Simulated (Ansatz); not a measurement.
`[SiH3]C[SiH2]C=S` + `SB(Cl)Cl` → `[SiH3]C[SiH2]Cl` + `S=CB(S)Cl`  (redistribution)

Calculated with Ansatz (gas phase, PBE0-D4/def2-TZVP geometries, no zero-point term in ΔE). CCSD(T)/CBS adds triple-zeta CCSD(T) − MP2 to the extrapolated MP2 energy (def2 sets, frozen cores). One conformer a species, not always the lowest.

`[SiH3]C[SiH2]C=S`:

```xyz
13

Si   -1.855    0.511    0.025
C    -0.404   -0.193    0.980
Si    0.912   -0.943   -0.098
C     2.010    0.402   -0.834
S     1.930    1.959   -0.425
H    -2.706    1.362    0.899
H    -1.389    1.326   -1.127
H    -2.685   -0.606   -0.502
H     0.062    0.608    1.563
H    -0.775   -0.946    1.681
H     0.333   -1.713   -1.236
H     1.815   -1.863    0.650
H     2.754    0.098   -1.577
```

`SB(Cl)Cl`:

Cartesian coordinates in Å:
```
S 0.808 -0.995 0.601
B -0.179 0.415 0.119
Cl -0.391 1.691 1.292
Cl -0.924 0.553 -1.455
H 0.686 -1.664 -0.557
```

`[SiH3]C[SiH2]Cl`:

Z-matrix (Å, degrees):
```
Si
C 1 1.877
H 1 1.486 2 110.5
H 1 1.487 2 110.2 3 120.2
H 1 1.487 2 110.2 3 -120.2
Si 2 1.856 1 114.4 3 -179.9
H 2 1.095 1 108.8 3 -58.2
H 2 1.095 1 108.8 3 58.4
Cl 6 2.062 2 110.3 1 -179.8
H 6 1.483 2 111.0 1 -61.0
H 6 1.483 2 111.0 1 61.5
```

`S=CB(S)Cl`:

```xyz
7

S    -1.331    0.171   -2.060
C    -0.644    0.396   -0.621
B     0.422   -0.556    0.023
S     1.099   -0.216    1.639
Cl    0.991   -1.982   -0.803
H    -0.939    1.275   -0.040
H     0.402    0.912    1.861
```

| level | ΔE (kJ/mol) |
| --- | --- |
| HF/def2-TZVPP | -40.0 |
| MP2/def2-QZVPP | -32.8 |

Task: What does CCSD(T)/CBS give? (An estimate is asked.)

Result: Ansatz gave: -32.2 kJ/mol. The listed levels differ from it by -7.8, -0.6 kJ/mol.

Largest T1 diagnostic among the species: 0.015.

In def2-TZVPP, CCSD(T) changes the Hartree–Fock value by +9.5 kJ/mol (the triples alone add +1.7 kJ/mol) and MP2 by +8.4 kJ/mol. At CCSD(T), def2-SVP lies +13.8 kJ/mol from the extrapolated value and def2-TZVPP +1.7 kJ/mol. Leaving LDA and LC-ωPBE aside and taking each functional with its dispersion term where it has one, the values, not all of them listed here, spread over 6.9 kJ/mol, from B2PLYP to revPBE-D4. LDA lies +4.3 kJ/mol from PBE without D4.
